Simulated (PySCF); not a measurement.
## Mn⁺ (manganese, charge +1) across methods

[Ar] 3d4 4s2, high-spin 5D determinant (an excited configuration). Computed with PySCF 2.14 in aug-cc-pVTZ with one added diffuse shell each of s, p, d, f, g type (9s8p6d4f3g, 118 functions), with no relativity, point nucleus.

```json
{"method": "LDA", "E (hartree)": "-1148.067", "mean ε 3d α (eV)": "-22.246", "mean ε 4s α (eV)": "-14.054", "mean ε 4s β (eV)": "-13.131", "Σ⟨r²⟩ (bohr²)": "30.23", "⟨S²⟩": "6.003"}
{"method": "PBEsol", "E (hartree)": "-1149.083", "mean ε 3d α (eV)": "-22.089", "mean ε 4s α (eV)": "-13.849", "mean ε 4s β (eV)": "-12.920", "Σ⟨r²⟩ (bohr²)": "30.36", "⟨S²⟩": "6.004"}
{"method": "r2SCAN0", "E (hartree)": "-1150.414", "mean ε 3d α (eV)": "-25.345", "mean ε 4s α (eV)": "-14.739", "mean ε 4s β (eV)": "-13.769", "Σ⟨r²⟩ (bohr²)": "30.54", "⟨S²⟩": "6.007"}
{"method": "B3LYP", "E (hartree)": "-1150.493", "mean ε 3d α (eV)": "-24.212", "mean ε 4s α (eV)": "-14.455", "mean ε 4s β (eV)": "-13.706", "Σ⟨r²⟩ (bohr²)": "30.41", "⟨S²⟩": "6.003"}
{"method": "UHF", "E (hartree)": "-1149.37623", "mean ε 3d α (eV)": "-32.202", "mean ε 4s α (eV)": "-16.149", "mean ε 4s β (eV)": "-15.117", "Σ⟨r²⟩ (bohr²)": "31.18", "⟨S²⟩": "6.006"}
{"method": "PBE", "E (hartree)": "-1150.201", "mean ε 3d α (eV)": "-22.086", "mean ε 4s α (eV)": "-13.814", "mean ε 4s β (eV)": "-12.905", "Σ⟨r²⟩ (bohr²)": "30.42", "⟨S²⟩": "6.004"}
{"method": "PBE0", "E (hartree)": "-1150.245", "mean ε 3d α (eV)": "-24.779", "mean ε 4s α (eV)": "-14.582", "mean ε 4s β (eV)": "-13.687", "Σ⟨r²⟩ (bohr²)": "30.46", "⟨S²⟩": "6.004"}
{"method": "r2SCAN", "E (hartree)": "-1150.419", "mean ε 3d α (eV)": "-22.839", "mean ε 4s α (eV)": "-14.020", "mean ε 4s β (eV)": "-13.008", "Σ⟨r²⟩ (bohr²)": "30.53", "⟨S²⟩": "6.008"}
```
